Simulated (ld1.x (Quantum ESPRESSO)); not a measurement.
# u(r) = r·R(r): atom against pseudo-atom (W)

Columns: radius, all-electron u(r) and pseudo u(r) of the 5s shell (level -80.90 eV) of tungsten in the configuration [Kr] 4d10 4f14 5s2 5p6 5d4 6s1 6p1; LDA (PZ), scalar-relativistic, RRKJ scheme, ld1.x (Quantum ESPRESSO) 7.5.

```json
{"r (bohr)": "0.120", "all-electron": "0.3283", "pseudo": "0.0469"}
{"r (bohr)": "0.240", "all-electron": "-0.1095", "pseudo": "0.1201"}
{"r (bohr)": "0.360", "all-electron": "-0.6266", "pseudo": "0.2432"}
{"r (bohr)": "0.480", "all-electron": "-0.2643", "pseudo": "0.4276"}
{"r (bohr)": "0.600", "all-electron": "0.3502", "pseudo": "0.6588"}
{"r (bohr)": "0.720", "all-electron": "0.8274", "pseudo": "0.8922"}
{"r (bohr)": "0.840", "all-electron": "1.0820", "pseudo": "1.0681"}
{"r (bohr)": "0.960", "all-electron": "1.1533", "pseudo": "1.1415"}
{"r (bohr)": "1.080", "all-electron": "1.1056", "pseudo": "1.1062"}
{"r (bohr)": "1.200", "all-electron": "0.9942", "pseudo": "0.9959"}
{"r (bohr)": "1.320", "all-electron": "0.8569", "pseudo": "0.8570"}
{"r (bohr)": "1.440", "all-electron": "0.7172", "pseudo": "0.7172"}
{"r (bohr)": "1.560", "all-electron": "0.5876", "pseudo": "0.5876"}
{"r (bohr)": "1.680", "all-electron": "0.4738", "pseudo": "0.4738"}
{"r (bohr)": "1.800", "all-electron": "0.3774", "pseudo": "0.3774"}
{"r (bohr)": "1.920", "all-electron": "0.2978", "pseudo": "0.2978"}
{"r (bohr)": "2.040", "all-electron": "0.2332", "pseudo": "0.2332"}
{"r (bohr)": "2.160", "all-electron": "0.1814", "pseudo": "0.1814"}
{"r (bohr)": "2.280", "all-electron": "0.1405", "pseudo": "0.1405"}
{"r (bohr)": "2.400", "all-electron": "0.1084", "pseudo": "0.1084"}
{"r (bohr)": "2.520", "all-electron": "0.0833", "pseudo": "0.0833"}
{"r (bohr)": "2.640", "all-electron": "0.0638", "pseudo": "0.0638"}
{"r (bohr)": "2.760", "all-electron": "0.0488", "pseudo": "0.0488"}
{"r (bohr)": "2.880", "all-electron": "0.0372", "pseudo": "0.0372"}
{"r (bohr)": "3.000", "all-electron": "0.0283", "pseudo": "0.0283"}
{"r (bohr)": "3.120", "all-electron": "0.0215", "pseudo": "0.0215"}
```

**Question.** How many radial nodes do the two functions have?

**Answer.** The all-electron 5s function has n − l − 1 = 4 (the table is too coarse to show those close to the nucleus); the pseudo-wave has 0, since the states of the same l below it are removed with the core.

**Question.** At about which radius was the pseudo-wave matched?

**Answer.** 1.35 bohr, where the columns begin to agree (steps of 0.12 bohr).

**Question.** Where does each function peak?

**Answer.** Outermost all-electron maximum near 0.96 bohr, pseudo maximum near 0.96 bohr (to the table’s step).

**Question.** Is the pseudo-wave norm-conserving?

**Answer.** Yes: the RRKJ scheme keeps the norm inside the radius equal to the all-electron one, which fixes the energy derivative of the logarithmic derivative at the level.
